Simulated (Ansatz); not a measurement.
Species: sum formula BN₃H₇, charge 1, multiplicity 1. It need not be the lowest isomer of its formula. 
Coordinates optimised at B3LYP-D3(BJ)/def2-TZVP (Ansatz, an electronic-structure program):
SMILES: NB(N)[NH3+]
```xyz
11

B     -0.1372     0.0158     0.0795
N      1.2407    -0.1031    -0.6886
N     -0.6368    -1.1831     0.5729
N     -0.6751     1.2936     0.1560
H      1.6566     0.8048    -0.8994
H      1.9282    -0.6268    -0.1422
H     -1.5122    -1.2350     1.0698
H     -0.1966    -2.0832     0.4812
H     -1.5533     1.4770     0.6157
H     -0.2651     2.1284    -0.2275
H      1.1265    -0.5960    -1.5777
```
Charge +1, spin multiplicity 1.

Basis-set convergence of Hartree-Fock and CCSD(T) correlation energies (hartree) with Ansatz. Cores are frozen in the correlated levels unless marked. Spin-orbit coupling is left out. No relativistic terms.

| basis | functions | E(HF) | E(corr, CCSD(T)) | rough core time |
|---|---|---|---|---|
| cc-pVDZ | 91 | -192.03406 | -0.65257 | under 20 s |
| cc-pVTZ | 218 | [?] | [?] | 90 s |

Question: Complete the blanks.

Answer: 
- cc-pVTZ, E(HF): -192.09599
- cc-pVTZ, E(corr, CCSD(T)): -0.79898
